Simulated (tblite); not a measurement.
Compound: C₃H₆BCl₂Ga.
Atom-mapped SMILES: `[CH:1]#[C:2][Ga-:3]1([CH3:4])[Cl+:5][BH2-:6][Cl+:7]1` (hydrogens: H8 on C1; H9, H10, H11 on C4; H12, H13 on B6)
Bond orders are those of one Lewis drawing.

Computed with GFN2-xTB (tblite), gas phase: L-BFGS steps from a force-field or distance-geometry start until the largest atomic force falls under 0.01 eV/Å.

Step 63: E = -572.9960 eV
```
atom  x, y, z in Å  |  force x, y, z in eV/Å
C1     -1.7846    2.6879    0.3895    0.013  -0.011  -0.001
C2     -1.3485    1.5734    0.2311   -0.019   0.008  -0.004
Ga3    -0.4771   -0.1687   -0.0222    0.002  -0.003  -0.003
C4     -1.2417   -2.0117   -0.3531   -0.001   0.005   0.002
Cl5     1.3283    0.2462   -1.3997   -0.005  -0.003  -0.007
B6      2.4482    0.3298    0.1083    0.007   0.014  -0.011
Cl7     1.2685   -0.1732    1.4887    0.033   0.008  -0.013
H8     -2.1761    3.6581    0.5283   -0.016  -0.011  -0.001
H9     -2.1328   -2.2179    0.2424    0.005   0.011   0.006
H10    -0.4794   -2.7558   -0.1023   -0.006   0.002  -0.005
H11    -1.5045   -2.1393   -1.4061    0.000   0.005   0.002
H12     3.3034   -0.4738    0.0052   -0.015  -0.018   0.015
H13     2.7918    1.4450    0.2721    0.004  -0.005   0.021
```

Step 64: E = -572.9961 eV
```
atom  x, y, z in Å  |  force x, y, z in eV/Å
C1     -1.7885    2.6863    0.3889    0.014   0.002   0.001
C2     -1.3483    1.5736    0.2296   -0.008  -0.015  -0.007
Ga3    -0.4750   -0.1683   -0.0237   -0.003   0.007   0.000
C4     -1.2432   -2.0096   -0.3529    0.001  -0.002   0.002
Cl5     1.3313    0.2447   -1.3999   -0.001   0.000  -0.005
B6      2.4510    0.3295    0.1088    0.011   0.006  -0.013
Cl7     1.2706   -0.1765    1.4880    0.035   0.013  -0.017
H8     -2.1812    3.6558    0.5287   -0.020  -0.008  -0.001
H9     -2.1337   -2.2143    0.2439    0.006   0.012   0.009
H10    -0.4813   -2.7544   -0.1026   -0.008   0.001  -0.005
H11    -1.5081   -2.1385   -1.4051    0.001   0.007  -0.002
H12     3.3080   -0.4728    0.0054   -0.024  -0.015   0.015
H13     2.7940    1.4448    0.2731   -0.002  -0.006   0.022
```

Step 65: E = -572.9963 eV
```
atom  x, y, z in Å  |  force x, y, z in eV/Å
C1     -1.7951    2.6846    0.3882    0.014   0.018   0.004
C2     -1.3492    1.5747    0.2272    0.006  -0.043  -0.010
Ga3    -0.4728   -0.1667   -0.0258   -0.007   0.019   0.005
C4     -1.2442   -2.0065   -0.3524    0.003  -0.010   0.001
Cl5     1.3345    0.2442   -1.4001    0.005   0.004  -0.001
B6      2.4549    0.3279    0.1090    0.016  -0.006  -0.014
Cl7     1.2734   -0.1793    1.4870    0.032   0.018  -0.021
H8     -2.1898    3.6528    0.5294   -0.026  -0.003  -0.001
H9     -2.1336   -2.2101    0.2463    0.006   0.011   0.014
H10    -0.4821   -2.7515   -0.1033   -0.011  -0.002  -0.003
H11    -1.5119   -2.1373   -1.4035    0.002   0.010  -0.008
H12     3.3118   -0.4751    0.0056   -0.032  -0.010   0.014
H13     2.7997    1.4426    0.2745   -0.008  -0.006   0.020
```

Step 66: E = -572.9967 eV
```
atom  x, y, z in Å  |  force x, y, z in eV/Å
C1     -1.8081    2.6824    0.3869    0.018   0.032   0.007
C2     -1.3518    1.5774    0.2227    0.019  -0.072  -0.011
Ga3    -0.4703   -0.1626   -0.0291   -0.006   0.036   0.014
C4     -1.2440   -2.0012   -0.3514    0.006  -0.018  -0.003
Cl5     1.3388    0.2464   -1.4000    0.016   0.010   0.001
B6      2.4612    0.3233    0.1090    0.022  -0.022  -0.012
Cl7     1.2771   -0.1803    1.4857    0.021   0.023  -0.023
H8     -2.2070    3.6483    0.5309   -0.032   0.001  -0.002
H9     -2.1310   -2.2036    0.2511    0.006   0.009   0.019
H10    -0.4805   -2.7456   -0.1050   -0.012  -0.007   0.001
H11    -1.5165   -2.1346   -1.4008    0.001   0.013  -0.016
H12     3.3140   -0.4849    0.0052   -0.042  -0.001   0.010
H13     2.8136    1.4353    0.2770   -0.016  -0.005   0.014
```

Question: Estimate the geometry and energy of step 67. (The exact step hangs on the optimiser's Hessian estimate; all steps are aligned on step 66, rigid shifts and turns removed.)

Answer: E = -572.9974 eV, largest force 0.077 eV/Å
```
atom  x, y, z in Å  |  force x, y, z in eV/Å
C1     -1.8305    2.6795    0.3849    0.033   0.030   0.008
C2     -1.3567    1.5828    0.2149    0.019  -0.074  -0.005
Ga3    -0.4672   -0.1542   -0.0339    0.000   0.051   0.026
C4     -1.2408   -1.9928   -0.3497    0.006  -0.019  -0.010
Cl5     1.3437    0.2547   -1.3993    0.033   0.016   0.002
B6      2.4706    0.3134    0.1085    0.028  -0.036  -0.006
Cl7     1.2814   -0.1767    1.4845    0.001   0.025  -0.023
H8     -2.2374    3.6414    0.5332   -0.039   0.001  -0.005
H9     -2.1231   -2.1937    0.2597    0.004   0.002   0.022
H10    -0.4747   -2.7358   -0.1083   -0.011  -0.015   0.009
H11    -1.5211   -2.1294   -1.3964   -0.003   0.016  -0.022
H12     3.3112   -0.5081    0.0035   -0.050   0.012   0.001
H13     2.8403    1.4192    0.2806   -0.021  -0.008   0.003
```

The energy changes by -0.0007 eV. The first-order estimate −F·Δx gives -0.0009 eV and the mean of the old and new forces, exact on a quadratic surface, -0.0007 eV. The step makes an angle of 84° with the force vector and moves no atom by more than 0.031 Å.

The cost below is that of the whole relaxation. The run took 1.3 s on one thread, Arm Neoverse N1 (aarch64), shared host with 64 logical CPUs at a one-minute load of 62.
